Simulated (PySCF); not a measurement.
Excitations are Tamm–Dancoff values on a coarser integration grid. The basis has no diffuse functions, so Rydberg states are missing or too high.

Species: F3ISi, SMILES `F[Si](F)(F)I` (charge 0, multiplicity 1).

Q: What S1 oscillator strength, dipole moment, HOMO, S1 excitation (TDA), S1–T1 gap (TDA), HOMO–LUMO gap, T1 excitation (TDA) and LUMO does r2SCAN-D4/def2-TZVP run with PySCF 2.14.0 give?

A: 
S1 oscillator strength: 0.006
dipole moment: 1.13 D
HOMO: -7.73 eV
S1 excitation (TDA): 6.61 eV
S1–T1 gap (TDA): 0.72 eV
HOMO–LUMO gap: 6.42 eV
T1 excitation (TDA): 5.89 eV
LUMO: -1.31 eV
